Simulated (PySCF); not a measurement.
**Correlation energy of Rh (rhodium, neutral)**

[Kr] 4d9, 2D determinant (an excited configuration). All numbers are calculated (PySCF 2.14, scalar relativity by spin-free X2C-1e, in x2c-TZVPPall (8s6p6d2f1g, 79 functions)). Frozen: [Ar] 3d10; 17 electrons correlated.

```json
{"level": "CCSD", "correlation energy (mhartree)": "-567.52"}
{"level": "(T)", "correlation energy (mhartree)": "-20.56"}
{"level": "CCSD(T)", "correlation energy (mhartree)": "-588.08"}
```

Diagnostics: T1 = 0.041, D1 = 0.2157, largest double amplitude 0.037.

T1 exceeds 0.03, a sign that the reference determinant is poor.

Cost of the coupled-cluster step: of the order of 60 core-seconds, for 17 correlated electrons.

Iterations:

```
CC2 = 0
CCSD nocc = (np.int64(9), np.int64(8)), nmo = (65, 65)
frozen orbitals [[0, 1, 2, 3, 4, 5, 6, 7, 8, 9, 10, 11, 12, 13], [0, 1, 2, 3, 4, 5, 6, 7, 8, 9, 10, 11, 12, 13]]
max_cycle = 100
direct = 0
conv_tol = 1e-08
conv_tol_normt = 1e-06
diis_space = 8
diis_start_cycle = 0
Init t2, MP2 energy = -0.598565755473541
Init E_corr(UCCSD) = -0.598565755473815
cycle = 1  E_corr(UCCSD) = -0.549591138362474  dE = 0.0489746171  norm(t1,t2) = 0.105265
cycle = 2  E_corr(UCCSD) = -0.56979132364128  dE = -0.0202001853  norm(t1,t2) = 0.0541117
cycle = 3  E_corr(UCCSD) = -0.566851351987193  dE = 0.00293997165  norm(t1,t2) = 0.0395371
cycle = 4  E_corr(UCCSD) = -0.56653020205399  dE = 0.000321149933  norm(t1,t2) = 0.0109659
cycle = 5  E_corr(UCCSD) = -0.567043323528011  dE = -0.000513121474  norm(t1,t2) = 0.00922496
cycle = 6  E_corr(UCCSD) = -0.567053704729135  dE = -1.03812011e-05  norm(t1,t2) = 0.00847399
cycle = 7  E_corr(UCCSD) = -0.567040144810127  dE = 1.3559919e-05  norm(t1,t2) = 0.00873604
cycle = 8  E_corr(UCCSD) = -0.567041298186854  dE = -1.15337673e-06  norm(t1,t2) = 0.00872419
cycle = 9  E_corr(UCCSD) = -0.566941436825126  dE = 9.98613617e-05  norm(t1,t2) = 0.0087262
cycle = 10  E_corr(UCCSD) = -0.567198348517122  dE = -0.000256911692  norm(t1,t2) = 0.00836956
cycle = 11  E_corr(UCCSD) = -0.567368949481994  dE = -0.000170600965  norm(t1,t2) = 0.00794737
cycle = 12  E_corr(UCCSD) = -0.567316768564084  dE = 5.21809179e-05  norm(t1,t2) = 0.00714857
cycle = 13  E_corr(UCCSD) = -0.567316063949506  dE = 7.04614578e-07  norm(t1,t2) = 0.00588076
cycle = 14  E_corr(UCCSD) = -0.567446888167573  dE = -0.000130824218  norm(t1,t2) = 0.00500248
cycle = 15  E_corr(UCCSD) = -0.567437083532548  dE = 9.80463503e-06  norm(t1,t2) = 0.00331974
cycle = 16  E_corr(UCCSD) = -0.567490645489376  dE = -5.35619568e-05  norm(t1,t2) = 0.00179062
cycle = 17  E_corr(UCCSD) = -0.567541678195597  dE = -5.10327062e-05  norm(t1,t2) = 0.00113541
cycle = 18  E_corr(UCCSD) = -0.567520180170887  dE = 2.14980247e-05  norm(t1,t2) = 0.000562829
cycle = 19  E_corr(UCCSD) = -0.56752099017542  dE = -8.10004534e-07  norm(t1,t2) = 0.00026665
cycle = 20  E_corr(UCCSD) = -0.567522184577735  dE = -1.19440231e-06  norm(t1,t2) = 0.000115682
cycle = 21  E_corr(UCCSD) = -0.567523916531275  dE = -1.73195354e-06  norm(t1,t2) = 5.66307e-05
cycle = 22  E_corr(UCCSD) = -0.567524101882787  dE = -1.85351512e-07  norm(t1,t2) = 2.21837e-05
cycle = 23  E_corr(UCCSD) = -0.567524213738208  dE = -1.11855421e-07  norm(t1,t2) = 1.18703e-05
cycle = 24  E_corr(UCCSD) = -0.567524174054884  dE = 3.96833247e-08  norm(t1,t2) = 8.48655e-06
cycle = 25  E_corr(UCCSD) = -0.567524393716868  dE = -2.19661984e-07  norm(t1,t2) = 4.72535e-06
cycle = 26  E_corr(UCCSD) = -0.567524305429169  dE = 8.82876983e-08  norm(t1,t2) = 3.21121e-06
cycle = 27  E_corr(UCCSD) = -0.567524308000176  dE = -2.57100674e-09  norm(t1,t2) = 1.63192e-06
cycle = 28  E_corr(UCCSD) = -0.567524287977214  dE = 2.00229624e-08  norm(t1,t2) = 9.97583e-07
cycle = 29  E_corr(UCCSD) = -0.56752428012637  dE = 7.85084342e-09  norm(t1,t2) = 7.49411e-07
UCCSD converged
E(UCCSD) = -4781.696889605513  E_corr = -0.5675242801263702
UCCSD(T) correction = -0.0205550901235095
```

This basis was not built for core-valence correlation, so the inner-shell part is incomplete.
